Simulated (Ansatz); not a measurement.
Cost and result up the ladder for AsH2Me (CH₅As) (7 atoms). Charge 0, multiplicity 1. Geometry: PBE0-D4/def2-TZVP.

```xyz
7

As   -0.022    0.613   -1.117
H    -1.152   -0.331   -1.510
H    -0.995    1.586   -0.462
C     0.459   -0.335    0.544
H     0.990   -1.249    0.278
H    -0.412   -0.583    1.146
H     1.132    0.299    1.121
```

Ansatz on 4 threads of Arm Neoverse V1 on a shared host. Times are rough, and most runs start from the orbitals of an earlier one. CAM-B3LYP-D4/def2-TZVP serves as the yardstick here, not as an exact answer. Differences are given only for rows in sets of like size (and for xTB, whose basis is part of the method), since another set adds its own error. Binding counts from free atoms at the same level (As quartet, H doublet, C triplet; other spins of the atoms weren't run), without zero-point energy or a counterpoise term.

The 6-31G sets use Cartesian d functions. B3LYP takes the VWN-RPA correlation. HSE06 is defined as in plane-wave codes, on full-range PBE exchange. Correlated methods freeze 10 core orbitals; core or outer-core shells of As are correlated, in sets that lack core-valence functions.

Correlated methods converge slowly with the basis.

| level | functions | binding energy per atom (eV) | difference from CAM-B3LYP-D4/def2-TZVP (eV) |
| --- | --- | --- | --- |
| PBE0-D4/def2-TZVP | 109 | 3.19 | -0.04 |
| LDA (SPW92)/def2-TZVP | 109 | 3.62 | 0.40 |
| HSE06-D4/def2-TZVP | 109 | 3.19 | -0.04 |
| r2SCAN-D4/def2-TZVP | 109 | 3.20 | -0.02 |
| PBE-D4/def2-TZVPD | 136 | 3.23 | 0.00 |
| B3LYP-D4/def2-TZVP | 109 | 3.22 | 0.00 |
| PBE0-D4/def2-TZVPD | 136 | 3.19 | -0.04 |
| r2SCAN-D4/def2-TZVPD | 136 | 3.20 | -0.02 |
| CCSD(T)/def2-TZVPD | 136 | 3.09 | -0.13 |
| CAM-B3LYP-D4/def2-TZVP | 109 | 3.22 | 0.00 |
| r2SCANh-D4/def2-TZVP | 109 | 3.19 | -0.04 |
| B3LYP-D4/6-31G | 48 | 3.15 | – |
| PBE-D4/def2-SVP | 71 | 3.23 | – |
| MP2/def2-TZVP | 109 | 3.04 | -0.19 |

Q: Estimate how long each takes.

A: LDA (SPW92)/def2-TZVP 0.35 s; PBE-D4/def2-SVP 0.35 s; B3LYP-D4/6-31G 0.45 s; MP2/def2-TZVP 0.45 s; B3LYP-D4/def2-TZVP 0.7 s; PBE-D4/def2-TZVPD 0.8 s; CAM-B3LYP-D4/def2-TZVP 0.8 s; HSE06-D4/def2-TZVP 0.85 s; PBE0-D4/def2-TZVP 0.9 s; PBE0-D4/def2-TZVPD 0.9 s; r2SCAN-D4/def2-TZVP 1.2 s; r2SCANh-D4/def2-TZVP 1.4 s; r2SCAN-D4/def2-TZVPD 1.6 s; CCSD(T)/def2-TZVPD 8 s. On shared hardware such times vary by a factor of up to 3.
